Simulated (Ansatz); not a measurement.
A trace of molecular dynamics of ClH₄HfNO₂ (9 atoms, charge 0, multiplicity 1).

Theory: RHF/def2-SVP (Ansatz).

```
ensemble        : NVT, Nosé–Hoover chain
set temperature : 400 K
thermostat      : time constant 20 fs, chain length 3
seed            : 406522
```

```csv
time (fs),T (K),potential energy less start (eV),conserved less start (meV/atom)
0,400,0.000,0.00
12.5,59169,14.868,19635.07
25,2432,19.265,21590.39
37.5,267,19.096,21587.94
50,206,18.753,21587.11
62.5,172,18.618,21588.91
75,253,18.429,21587.58
87.5,1297,17.306,21594.90
100,548,13.042,21212.36
```

**Question.** Can this run be trusted? Judge the integration.

**Answer.** The conserved energy changed by up to 22000 meV per atom, so the integration failed: the time step of 2.5 fs is too long for the fastest motions that this run met, and the later frames carry no physical meaning.

The run took 3.3 min on 1 thread of Arm Neoverse V1, on a shared host, peak memory 0.27 GiB.
